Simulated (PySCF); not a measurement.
A small calculation by hand: chemical shift, span and skew from a shielding tensor

C4H6ClF, SMILES C[C@@H](F)/C=C\Cl. Atoms are numbered in the order given.

```xyz
12

C     -1.8950    -0.1942    -0.6306
C     -0.9972     0.1838     0.5287
F     -1.7364     0.1668     1.6956
C      0.1597    -0.7523     0.6945
C      1.3268    -0.6738     0.0591
Cl     1.6998     0.5731    -1.0813
H     -2.2676    -1.2221    -0.5107
H     -2.7553     0.4895    -0.6774
H     -1.3370    -0.1282    -1.5755
H     -0.6190     1.2116     0.3873
H      0.0063    -1.5858     1.3875
H      2.1376    -1.3908     0.1996
```
Charge 0, spin multiplicity 1.

Coordinates come from a PBE0-D3(BJ)/def2-SVP optimisation. The structure was generated by enumeration; whether it is a known compound was not checked. The values are those of a single conformer.

GIAO shieldings from PBE0/pcSseg-1 in PySCF, non-relativistic, no solvent. The symmetric part of the tensor of C4 has the principal values -72.9, 59.5, 133.6 ppm. The same nucleus in TMS has σ = 186.3 ppm at this level (PySCF, at its B3LYP-D3(BJ)/def2-TZVP geometry). Without spin–orbit terms, shifts of atoms bonded to Cl or Br come out too high.

Q: Work out the isotropic shielding, the ¹³C shift against TMS, the span and the skew.

A: 
σ(iso) = (σ11 + σ22 + σ33)/3 = 40.1 ppm. δ = σ(ref) − σ(iso) = 186.3 − (40.1) = 146.2 ppm.
Span Ω = σ33 − σ11 = 206.5 ppm. Skew κ = 3(σ(iso) − σ22)/Ω = -0.28. Tumbling in solution averages the tensor to δ; in a static solid the shielding alone would spread this spin-1/2 line over Ω.
